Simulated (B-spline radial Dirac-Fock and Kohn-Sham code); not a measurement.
## Relativistic shifts of the levels of Kr¹⁷⁺

System: Kr¹⁷⁺ in the configuration 1s2 2s2 2p6 3s2 3p6 3d1.

Both columns are ΔSCF binding energies of the configuration average from a radial B-spline solver: non-relativistic Hartree-Fock with a point nucleus, and Dirac-Fock with a finite nucleus and the Coulomb interaction alone, averaged over the two j levels with weights 2j+1.

```
shell  Hartree-Fock (eV)  Dirac-Fock (eV)  shift (eV)  shift (%)
   1s            14742.0          14999.9     +257.90      +1.75
   2s             2508.7           2568.9      +60.23      +2.40
   2p             2321.1           2336.3      +15.12      +0.65
   3s              806.6            820.7      +14.11      +1.75
   3p              735.1            739.5       +4.37      +0.59
   3d              640.1            638.6       -1.48      -0.23
```

Relativity binds 1s, 2s, 2p, 3s, 3p more strongly, among those listed most of all 2s in relative terms, and 3d more weakly, because the contracted s and p shells screen the nucleus better.

Values without a named source are computed, but for edge energies of neutral atoms, which are taken from tables.
